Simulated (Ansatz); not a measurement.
Basis-set extrapolation for `BC(C)Cl` (PBE0-D4/def2-TZVP geometry, frozen core, Ansatz). Multiplicity 1, RHF reference.

```
                      def2-TZVPP   def2-QZVPP
                 HF  -563.441394  -563.459081
    MP2 correlation    -0.649945    -0.697882
CCSD(T) correlation    -0.728017      not run
```

Energies in hartree. Use E(X) = E(∞) + A·exp(−7.88·√X) for Hartree–Fock and E(X) = E(∞) + B·X^(−2.97) for correlation, with X = 3 and 4, and add CCSD(T) minus MP2 of the smaller set to the MP2 limit.

Task: What is the CCSD(T) energy at the basis-set limit?

Result: HF limit: -563.459081 + (-0.017687) × 0.13774 = -563.46152. MP2 limit: -0.697882 + (-0.047937) × 0.74074 = -0.73339. Higher-order term: -0.728017 − (-0.649945) = -0.07807. Total: -564.27298 hartree, 65.0 kcal/mol below CCSD(T)/def2-TZVPP.
